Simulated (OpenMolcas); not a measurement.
A calculation on Re⁴⁺.

| Item | Value |
| --- | --- |
| Program | OpenMolcas 26.06 |
| Method | MS-CASPT2, IPEA 0.25 Eh, imaginary shift 0.1 Eh (closed shells correlated: 5s 5p) |
| Basis | ANO-RCC-VTZP [8s7p5d3f2g1h] |
| Scalar Hamiltonian | DKH2, point nucleus |
| Active space | 3 electrons in 5 orbitals (5d) |
| State averaging | 2S+1 = 4 even, 10 roots; 2S+1 = 2 even, 40 roots |
| Spin-orbit coupling | state interaction with AMFI integrals over the reference wave functions, term energies averaged over their components |

Which level of the active space comes out lowest?

5d3 4F 3/2, with 85 % of that term; it is also the measured ground level.

How high does 5d3 2D 5/2(1) lie?

29850 cm-1 above the lowest level; measured 28739 cm-1 above the ground level, so the calculation is off by +4 %.

How high does 5d3 4F 7/2 lie?

9100 cm-1 above the lowest level; measured 8973 cm-1 above the ground level, so the calculation is off by +1 %.

How high does 5d3 2P 1/2 [66 %] lie?

24460 cm-1 above the lowest level; measured 23669 cm-1 above the ground level, so the calculation is off by +3 %.

The level at 24000 cm-1 has J = 3/2. What is it made of, and what is its g factor?

44 % 5d3 2D 3/2(1), 43 % 5d3 4P, 7 % 5d3 2P; g = 1.219, against 0.800 from Landé's formula for the pure leading term.

Measured values: the list in Brasseur, Gamrath and Quinet, At. Data Nucl. Data Tables 157, 101636 (2024).

CASPT2 breaks the degeneracy within a term, and the mean is taken; among the terms shown or strongly mixed into the levels shown the widest spread is 480 cm-1 (5d3 4F). Computed and measured levels are paired by configuration, term and J; levels that our copy of the source lacks, or whose pairing is in doubt (as where it misses far off the trend of its configuration), stay unpaired and out of the deviations. Levels of configurations outside the active space are missing.

A share in square brackets marks a mixed level and gives the weight of the term that names it. A number in round brackets counts repeated terms of one configuration in the order of the reference energies.
